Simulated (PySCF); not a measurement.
**Gas-phase XPS of AlH2(tBu), computed**

AlH2(tBu), C₄H₁₁Al.
Z-matrix (Å and degrees, PBE0-D3(BJ)/def2-SVP geometry), rows numbered from 1:
```
Al
H   1  1.5961
H   1  1.5965  2  119.42
C   1  1.9867  2  121.93  3  -177.94
C   4  1.5350  1  106.30  2   108.40
C   4  1.5282  1  112.09  2   -11.47
C   4  1.5321  1  109.49  2  -133.92
H   5  1.1077  4  110.56  1   178.01
H   5  1.1042  4  112.54  1   -63.03
H   5  1.1036  4  112.36  1    58.77
H   6  1.1026  4  112.18  1    58.46
H   6  1.1027  4  112.22  1   -62.20
H   6  1.1073  4  110.86  1   178.18
H   7  1.1034  4  112.39  1    64.75
H   7  1.1028  4  112.19  1   -56.59
H   7  1.1075  4  110.61  1  -176.02
```

Computed, not measured: delta-SCF UKS SCAN, pcX-2 on the ionised atom, pcseg-1 elsewhere, spin-free X2C (PySCF 2.14.0). Binding energies are ΔSCF values: E(core-ionised, relaxed orbitals) − E(ground state) at a fixed geometry, referred to the vacuum level.

List the computed XPS lines with their assignment.

| atom(s) | environment | level | binding energy (eV) | above the level's lowest (eV) | count |
| --- | --- | --- | --- | --- | --- |
| Al1 | aluminium bonded to C and 2 H | Al 1s | 1566.61 | 0.00 | 1 |
| C4 | carbon bonded to Al and 3 C | C 1s | 289.66 | 0.00 | 1 |
| C5/C6/C7 | carbon bonded to C and 3 H | C 1s | 290.48 | +0.82 | 3 |

The listed C 1s values span 0.82 eV, from C4 (bonded to 3 C and Al) to C5/C6/C7 (bonded to C and 3 H).

Express the binding energy of C 1s of C5/C6/C7 in atomic units and per mole.

290.48 eV = 10.6749 Eh = 28027 kJ/mol.

Which photon energy gives electrons from C 1s of C5/C6/C7 a kinetic energy of 50 eV, and what is their de Broglie wavelength?

hν = 290.48 + 50 = 340.48 eV, recoil neglected; λ = 12.264 Å/√(E/eV) = 1.73 Å.

Topologically equivalent atoms share the value of their first member; where this conformer doesn't relate them by symmetry, their own values could differ. Isolated species at its PBE0-D3(BJ)/def2-SVP geometry, gas phase.

The run took 38 s wall on one thread, Arm Neoverse V1 (aarch64), no GPU, shared host, and the process peaked at 0.58 GiB of memory.
